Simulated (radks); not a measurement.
Results of a calculation; reference values are marked as such.
The strontium ion Sr9+, 29 electrons, occupied as [Ar] 3d10 4s1 (the NIST ground configuration). Level of theory: scalar-relativistic Kohn-Sham, exchange-only LDA, spin-polarised, spherical densities, point nucleus; open shells are filled with parallel spins first (spin-orbit coupling, left out, can overturn this in heavy ions) (a radial shooting solver on a logarithmic mesh with Libxc functionals).

Normalised radial functions P(r) = r R(r), r in bohr:

r	3p up
0.001703	0.0024
0.0022	0.0037
0.00282	0.0059
0.003642	0.0094
0.004705	0.0149
0.006078	0.0236
0.007851	0.0374
0.01006	0.0578
0.013	0.0897
0.01679	0.1373
0.02169	0.2061
0.02801	0.3011
0.03618	0.4247
0.04637	0.5665
0.0599	0.7161
0.07737	0.8274
0.09995	0.8346
0.1291	0.6610
0.1654	0.2731
0.2137	-0.3239
0.2761	-0.9721
0.3566	-1.4379
0.4606	-1.5330
0.5903	-1.2661
0.7625	-0.7997
0.985	-0.3740
1.272	-0.1213
1.644	-0.0247
2.106	-0.0030
2.721	-0.0002
3.514	0.0000

3p up: eigenvalue -405.17 eV, 1 radial node at r = 0.187 bohr, <r> = 0.495 bohr, 90 % of the charge inside 0.752 bohr.
